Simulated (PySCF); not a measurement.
# `C[Si](C)(C)Oc1ccco1`, C$_{7}$H$_{12}$O$_{2}$Si

Geometry:
| atom | x (Å) | y (Å) | z (Å) |
| --- | --- | --- | --- |
| C1 | -1.230 | -0.351 | 1.840 |
| Si2 | -1.260 | 0.201 | 0.055 |
| C3 | -1.488 | -1.232 | -1.122 |
| C4 | -2.517 | 1.547 | -0.236 |
| O5 | 0.225 | 0.978 | -0.305 |
| C6 | 1.439 | 0.470 | -0.264 |
| C7 | 2.663 | 1.014 | -0.535 |
| C8 | 3.607 | -0.041 | -0.307 |
| C9 | 2.894 | -1.131 | 0.080 |
| O10 | 1.564 | -0.822 | 0.107 |
| H11 | -1.007 | 0.498 | 2.505 |
| H12 | -0.462 | -1.122 | 1.996 |
| H13 | -2.206 | -0.769 | 2.135 |
| H14 | -2.475 | -1.700 | -0.979 |
| H15 | -0.715 | -1.998 | -0.959 |
| H16 | -1.421 | -0.892 | -2.167 |
| H17 | -2.478 | 1.903 | -1.277 |
| H18 | -2.333 | 2.407 | 0.426 |
| H19 | -3.535 | 1.176 | -0.040 |
| H20 | 2.851 | 2.034 | -0.854 |
| H21 | 4.688 | 0.011 | -0.420 |
| H22 | 3.154 | -2.147 | 0.357 |

Computed with quadratic response CAM-B3LYP/def2-SVPD first hyperpolarisability, Taylor convention, gas phase in PySCF. Geometry: PBE0-D3(BJ)/def2-SVP.

**Question.** Give the tensor of the second harmonic β(−2ω;ω,ω) at 1907 nm in the axes of these coordinates.

**Answer.** In au, Taylor convention; rows are the first index (the induced dipole):
|  | xx | yy | zz | xy | xz | yz |
| --- | --- | --- | --- | --- | --- | --- |
| x | -23.0 | -50.4 | -20.1 | +60.6 | -19.5 | +4.5 |
| y | +60.2 | +43.6 | +10.3 | -50.3 | +4.4 | -2.1 |
| z | -19.4 | -2.1 | -3.9 | +4.4 | -20.1 | +10.5 |

Norm of βᵢ = ⅓ Σⱼ (βᵢⱼⱼ + βⱼᵢⱼ + βⱼⱼᵢ): 149.9 au, hyper-Rayleigh value 63.1 au.
